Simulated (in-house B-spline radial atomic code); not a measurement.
Ionisation energies with and without relativity, with size and susceptibility from the Dirac run. Dirac energy differences include first-order Breit, QED and recoil terms. NIST's values go from ground level to ground level; the uncertainty of those that are theory runs from under 0.1 % in few-electron ions to several per cent in heavy many-electron ones. Computed with a B-spline radial code for spherical atoms: non-relativistic Hartree-Fock and Dirac-Hartree-Fock, averages of the configuration (point nuclei without relativity, finite nuclei with it).

```json
{"ion": "Br3+", "configuration": "[Ar] 3d10 4s2 4p2", "configuration after": "[Ar] 3d10 4s2 4p1", "ionisation non-relativistic (eV)": "45.21", "ionisation Dirac Breit and QED (eV)": "45.30", "tabulated value (eV)": "47.782", "tabulated kind": "measured", "radius at density 0.001 (bohr)": "3.309", "diamagnetic susceptibility (10⁻⁶ cm³/mol)": "-15.952"}
{"ion": "Kr3+", "configuration": "[Ar] 3d10 4s2 4p3", "configuration after": "[Ar] 3d10 4s2 4p2", "ionisation non-relativistic (eV)": "48.76", "ionisation Dirac Breit and QED (eV)": "48.87", "tabulated value (eV)": "50.85", "tabulated kind": "measured", "radius at density 0.001 (bohr)": "3.273", "diamagnetic susceptibility (10⁻⁶ cm³/mol)": "-16.771"}
{"ion": "Rb3+", "configuration": "[Ar] 3d10 4s2 4p4", "configuration after": "[Ar] 3d10 4s2 4p3", "ionisation non-relativistic (eV)": "52.38", "ionisation Dirac Breit and QED (eV)": "52.51", "tabulated value (eV)": "52.2", "tabulated kind": "semi-empirical", "radius at density 0.001 (bohr)": "3.219", "diamagnetic susceptibility (10⁻⁶ cm³/mol)": "-17.324"}
{"ion": "Sr3+", "configuration": "[Ar] 3d10 4s2 4p5", "configuration after": "[Ar] 3d10 4s2 4p4", "ionisation non-relativistic (eV)": "56.07", "ionisation Dirac Breit and QED (eV)": "56.22", "tabulated value (eV)": "56.28", "tabulated kind": "semi-empirical", "radius at density 0.001 (bohr)": "3.157", "diamagnetic susceptibility (10⁻⁶ cm³/mol)": "-17.683"}
{"ion": "Zr3+", "configuration": "[Kr] 4d1", "configuration after": "[Ar] 3d10 4s2 4p6", "ionisation non-relativistic (eV)": "33.77", "ionisation Dirac Breit and QED (eV)": "33.34", "tabulated value (eV)": "34.41836", "tabulated kind": "measured", "radius at density 0.001 (bohr)": "3.242", "diamagnetic susceptibility (10⁻⁶ cm³/mol)": "-19.218"}
{"ion": "Nb3+", "configuration": "[Kr] 4d2", "configuration after": "[Kr] 4d1", "ionisation non-relativistic (eV)": "?", "ionisation Dirac Breit and QED (eV)": "?", "tabulated value (eV)": "?", "tabulated kind": "measured", "radius at density 0.001 (bohr)": "?", "diamagnetic susceptibility (10⁻⁶ cm³/mol)": "?"}
{"ion": "Mo3+", "configuration": "[Kr] 4d3", "configuration after": "[Kr] 4d2", "ionisation non-relativistic (eV)": "?", "ionisation Dirac Breit and QED (eV)": "?", "tabulated value (eV)": "?", "tabulated kind": "semi-empirical", "radius at density 0.001 (bohr)": "?", "diamagnetic susceptibility (10⁻⁶ cm³/mol)": "?"}
{"ion": "Tc3+", "configuration": "[Kr] 4d4", "configuration after": "[Kr] 4d3", "ionisation non-relativistic (eV)": "?", "ionisation Dirac Breit and QED (eV)": "?", "tabulated value (eV)": "?", "tabulated kind": "tabulated theory", "radius at density 0.001 (bohr)": "?", "diamagnetic susceptibility (10⁻⁶ cm³/mol)": "?"}
{"ion": "Ru3+", "configuration": "[Kr] 4d5", "configuration after": "[Kr] 4d4", "ionisation non-relativistic (eV)": "43.54", "ionisation Dirac Breit and QED (eV)": "42.98", "tabulated value (eV)": "45", "tabulated kind": "tabulated theory", "radius at density 0.001 (bohr)": "3.2", "diamagnetic susceptibility (10⁻⁶ cm³/mol)": "-20.801"}
{"ion": "Rh3+", "configuration": "[Kr] 4d6", "configuration after": "[Kr] 4d5", "ionisation non-relativistic (eV)": "45.93", "ionisation Dirac Breit and QED (eV)": "45.34", "tabulated value (eV)": "42", "tabulated kind": "tabulated theory", "radius at density 0.001 (bohr)": "3.149", "diamagnetic susceptibility (10⁻⁶ cm³/mol)": "-20.779"}
{"ion": "Pd3+", "configuration": "[Kr] 4d7", "configuration after": "[Kr] 4d6", "ionisation non-relativistic (eV)": "48.32", "ionisation Dirac Breit and QED (eV)": "47.68", "tabulated value (eV)": "46", "tabulated kind": "tabulated theory", "radius at density 0.001 (bohr)": "3.096", "diamagnetic susceptibility (10⁻⁶ cm³/mol)": "-20.679"}
{"ion": "Ag3+", "configuration": "[Kr] 4d8", "configuration after": "[Kr] 4d7", "ionisation non-relativistic (eV)": "50.70", "ionisation Dirac Breit and QED (eV)": "50.02", "tabulated value (eV)": "49", "tabulated kind": "tabulated theory", "radius at density 0.001 (bohr)": "3.043", "diamagnetic susceptibility (10⁻⁶ cm³/mol)": "-20.525"}
```

Problem. Fill in the row of Nb3+.

Solution. ionisation non-relativistic (eV): 36.26; ionisation Dirac Breit and QED (eV): 35.80; tabulated value (eV): 37.611; radius at density 0.001 (bohr): 3.288; diamagnetic susceptibility (10⁻⁶ cm³/mol): -20.015.

Problem. Fill in the row of Mo3+.

Solution. ionisation non-relativistic (eV): 38.71; ionisation Dirac Breit and QED (eV): 38.22; tabulated value (eV): 40.33; radius at density 0.001 (bohr): 3.279; diamagnetic susceptibility (10⁻⁶ cm³/mol): -20.477.

Problem. Fill in the row of Tc3+.

Solution. ionisation non-relativistic (eV): 41.14; ionisation Dirac Breit and QED (eV): 40.61; tabulated value (eV): 41; radius at density 0.001 (bohr): 3.246; diamagnetic susceptibility (10⁻⁶ cm³/mol): -20.716.
